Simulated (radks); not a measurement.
The numbers below are computed, except where a source is named.
Numerical settings for neutral tungsten, [Xe] 4f14 5d4 6s2. Code: a radial shooting solver on a logarithmic mesh with Libxc functionals. Model: scalar-relativistic Kohn-Sham, PBE, spin-unpolarised, spherical densities, finite nucleus; Fermi nuclear charge, rms radius 5.3658 fm. The defaults (mesh step 0.008 in ln r, mesh end at 40 bohr or more with all orbitals vanishing there, Anderson mixing 0.5 over 9 steps, residual threshold near 1e-9 with the energy settled to 1e-9 hartree or 1e-11 of itself, here a cap of 90 iterations) give E = -16139.9877 hartree and 5d at -4.483 eV in 15 iterations. Run on one thread of a shared host, so times are rough (Arm Neoverse V1): 0.16 s of CPU time, 0.16 s wall, 15 iterations on 2440 mesh points. Changes against that run (0 stands for a change within the tolerance of the run):

mesh step in ln r 0.03: iterations 15; converged yes; E (mhartree) -0.00183; e(5d) (meV) 0; CPU (s) 0.06
mesh step in ln r 0.02: iterations 15; converged yes; E (mhartree) 0; e(5d) (meV) 0; CPU (s) 0.08
mesh step in ln r 0.005: iterations 16; converged yes; E (mhartree) 0; e(5d) (meV) 0; CPU (s) 0.26
mesh end (bohr) 20: iterations 15; converged yes; E (mhartree) 0; e(5d) (meV) 0; CPU (s) 0.16
mesh end (bohr) 8: iterations 15; converged yes; E (mhartree) +4.53; e(5d) (meV) +209; CPU (s) 0.15
residual threshold 0.1: iterations 10; converged yes; E (mhartree) 0; e(5d) (meV) -0.747; CPU (s) 0.13
residual threshold 1e-16: iterations 90; converged no; E (mhartree) 0; e(5d) (meV) 0; CPU (s) 0.41
mixing 0.05: iterations 29; converged yes; E (mhartree) 0; e(5d) (meV) 0; CPU (s) 0.27
linear mixing, mixing 0.05: iterations 90; converged no; E (mhartree) -0.97; e(5d) (meV) -24.3; CPU (s) 0.83
linear mixing, mixing 1: iterations 90; converged no; E (mhartree) +1.07e+06; e(5d) (meV) +4.5e+03; CPU (s) 3.1
mixing history 3: iterations 19; converged yes; E (mhartree) 0; e(5d) (meV) 0; CPU (s) 0.18
iteration cap 5: iterations 5; converged no; E (mhartree) +2.97; e(5d) (meV) +110; CPU (s) 0.07

Settings that end as converged yet miss the energy by more than 1 mhartree: mesh end (bohr) 8 (+0.00453 hartree). A mesh that ends early acts as a hard wall.
